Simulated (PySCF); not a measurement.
C3H6BrF, SMILES CC[C@H](F)Br. Atoms are numbered in the order given.

```xyz
11

C     -2.3264    -0.1070     0.3488
C     -1.1788     0.1313     1.3260
C      0.0819     0.6830     0.6935
F     -0.1810     1.8378     0.0246
Br     0.9013    -0.6068    -0.5747
H     -2.0619    -0.8759    -0.3921
H     -3.2266    -0.4410     0.8859
H     -2.5725     0.8179    -0.1934
H     -1.4795     0.8716     2.0898
H     -0.9133    -0.7914     1.8657
H      0.8780     0.8730     1.4266
```

Coordinates come from a B3LYP-D3(BJ)/def2-SVP optimisation. The structure was generated by enumeration; whether it is a known compound was not checked. Other conformers were not sampled.

These are PBE/pcSseg-1 (PySCF) values and carry that method's errors.

GIAO shieldings, no solvent; atoms listed in one row are averaged. δ = σ(ref) − σ: ¹³C against TMS (σ = 182.0 ppm); ¹⁹F against CFCl3 (σ = 133.6 ppm); ¹H against TMS (σ = 31.49 ppm), references at their B3LYP-D3(BJ)/def2-TZVP geometries, non-relativistic (without spin–orbit terms, shifts of atoms bonded to Cl or Br come out too high).

Computed chemical shifts:
```tsv
nucleus	atoms	count	δ (ppm)
¹³C	C3	1	122.9
¹³C	C2	1	40.8
¹³C	C1	1	9.7
¹⁹F	F4	1	-167.8
¹H	H11	1	7.38
¹H	H9	1	2.48
¹H	H10	1	2.01
¹H	H6, H7, H8	3	1.58
```
